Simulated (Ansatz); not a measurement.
The first iterations of a band of AlBCl₃H₃O (9 atoms, charge 0, multiplicity 1).

Computed with RKS B3LYP-D4/def2-SVP in Ansatz.

* movable images: 1
* climbing image: no
* spring: 5.0 eV/Å²
* optimiser: quadratic models (default)
* start path: through a guess of the saddle point
* force threshold: 0.05 eV/Å
* iteration limit: 60
* end points: relaxed

Image 0:

```xyz
9
Properties=species:S:1:pos:R:3
B 0.581 -0.334 0.738
Cl 0.367 0.880 1.980
Cl 1.695 -0.158 -0.578
Cl -1.883 -0.973 -1.730
O -0.152 -1.506 0.826
Al -0.994 -2.637 -0.695
H 0.242 -3.325 -1.390
H -1.960 -3.398 0.311
H -0.721 -1.561 1.612
```

Image 2:

```xyz
9
Properties=species:S:1:pos:R:3
B -0.475 -0.242 -0.990
Cl 0.581 -1.786 2.254
Cl 0.388 0.891 0.169
Cl -0.963 0.470 -2.528
O -0.678 -1.478 -0.639
Al -0.663 -2.955 0.326
H 0.422 -4.003 -0.123
H -2.038 -3.275 1.023
H 0.603 -0.634 1.581
```

| iteration | highest image above the first end (eV) | largest band force component (eV/Å) |
| --- | --- | --- |
| 1 | 3.989 | 4.640 |
| 2 | 3.353 | 4.441 |
| 3 | 3.157 | 3.961 |
| 4 | 2.432 | 2.180 |
| 5 | 1.836 | 1.110 |
| 6 | 1.560 | 1.976 |

**Question.** Does the band converge within its limit, and where does its top end?

**Answer.** It converged. It ended after 20 iterations with the highest image 0.830 eV above the first end. No image climbed, so the highest image needn't sit at the top of the path. A band with more images between the same ends climbed to 1.73 eV, so this one has probably stepped over the top. So few images can step over the top or miss a turn of the path. The orbitals stay closed-shell, which can raise the energy where a bond breaks towards radicals; this wasn't checked here.

Time of the run: 37 s on 4 threads of Arm Neoverse V2 (shared host), peak memory 0.3 GiB.
